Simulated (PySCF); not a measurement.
Estimate the missing entries of this data sheet.

BMe3, C₃H₉B.
SMILES: `CB(C)C`

```csv
property,level,value
"rotational constants A, B, C",PBE0-D3(BJ)/def2-SVP,?
dipole moment,CAM-B3LYP/def2-SVPD,0.02 D
HOMO energy,CAM-B3LYP/def2-SVPD,-9.98 eV
LUMO energy,CAM-B3LYP/def2-SVPD,?
lowest singlet excitation,TDDFT CAM-B3LYP/def2-SVPD,"6.56 eV (189 nm, f = 0.000 summed over 2 states within 0.01 eV)"
lowest triplet excitation (Tamm–Dancoff),TDA CAM-B3LYP/def2-SVPD,6.05 eV
static isotropic polarisability,CAM-B3LYP/def2-SVPD,53.3 au
electronic spatial extent ⟨r²⟩ about the centre of nuclear charge,CAM-B3LYP/def2-SVPD,383 bohr²
13C chemical shifts (computed TMS as zero) by class,GIAO B3LYP/pcSseg-1,15.8 (3 C) ppm
1H chemical shifts (computed TMS as zero) by class,GIAO B3LYP/pcSseg-1,0.86 (9 H) ppm
"isotropic shieldings of nuclei other than C and H, by class",GIAO B3LYP/pcSseg-1,?
largest of the computed one-bond spin–spin couplings (means over like bonds),"B3LYP/pcJ-1, spin–dipole term left out for some pairs","13C–1H +123.0 (×9), 13C–11B +50.3 (×3) Hz"
core binding energies,"ΔSCF SCAN, pcX-2 on the ionised atom, pcseg-1 elsewhere, spin-free X2C","B1s 195.5, C1s 289.9 (×3) eV"
```

Gas-phase values; electronic properties from PySCF, density fitting. Geometry: PBE0-D3(BJ)/def2-SVP; no solvent or vibrations. NMR classes are plain means over equivalent atoms (diastereotopic ones count apart unless rotation or inversion swaps them), as if these changed places fast; in this geometry the members of some classes differ.

(1) Give the isotropic shieldings of nuclei other than C and H, by class.

(2) Give the rotational constants A, B, C.

(3) What is the LUMO energy?

## Answers

(1) 7 (1 B) ppm.

(2) 7.281, 7.273, 3.898 GHz.

(3) 0.90 eV.

The rotational constants are those of a nearly oblate symmetric top. With B = h/(8π²I), that is 505.379 GHz u Å² over I, the principal moments of inertia are 69.4, 69.5 and 129.6 u Å² (most abundant isotopes); the inertial defect Ic − Ia − Ib is -9.3 u Å² (zero for a rigid planar frame, negative otherwise). In wavenumbers S1 is 52900 cm⁻¹ (1 eV = 8065.54 cm⁻¹). No computed singlet falls in the visible range (750 to 380 nm, 1.65 to 3.26 eV); S1 lies 3.30 eV above its blue end. The principal polarisabilities are 45.7, 57.1 and 57.1 au; their mean is the isotropic value.
